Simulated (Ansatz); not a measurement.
N-butylpyridinium salts: binding per atom (eV) at several levels, gas phase, relaxed structures; Ansatz. Core potentials for I, Sb in the def2 sets, no spin–orbit coupling. Binding counts from free atoms in the multiplicity of their measured ground term, without zero-point energy. A dash marks a value that wasn't run or was left out as unsound. The structures are stationary points that may keep the symmetry of their start. Correlated methods freeze inner cores and use unrestricted references for open shells.

```
                                            species    state            geometry  PBE-D4/def2-SVP  r2SCAN-D4/def2-TZVP  PBE0-D4/def2-SVP  PBE0-D4/def2-TZVP  MP2/def2-SVP
               N-butylpyridinium bromide (C9H14BrN)  singlet  r2SCAN-D4/def2-SVP             4.54                 4.37              4.46               4.41          4.24
              N-butylpyridinium chloride (C9H14ClN)  singlet     PBE-D4/def2-SVP             4.55                 4.38              4.47               4.41          4.24
                 N-butylpyridinium iodide (C9H14IN)  singlet    PBE0-D4/def2-SVP             4.52                 4.36              4.45               4.39          4.22
    N-butylpyridinium tetrafluoroborate (C9H14BF4N)  singlet  r2SCAN-D4/def2-SVP             4.77                 4.58              4.67               4.60          4.49
N-butylpyridinium hexafluoroantimonate (C9H14F6NSb)  singlet     PBE-D4/def2-SVP             4.46                 4.30              4.33               4.30             –
```

Task: Estimate the column for PBE-D4/def2-TZVP.

Result: N-butylpyridinium bromide (C9H14BrN) 4.49; N-butylpyridinium chloride (C9H14ClN) 4.50; N-butylpyridinium iodide (C9H14IN) 4.47; N-butylpyridinium tetrafluoroborate (C9H14BF4N) 4.70; N-butylpyridinium hexafluoroantimonate (C9H14F6NSb) 4.43.
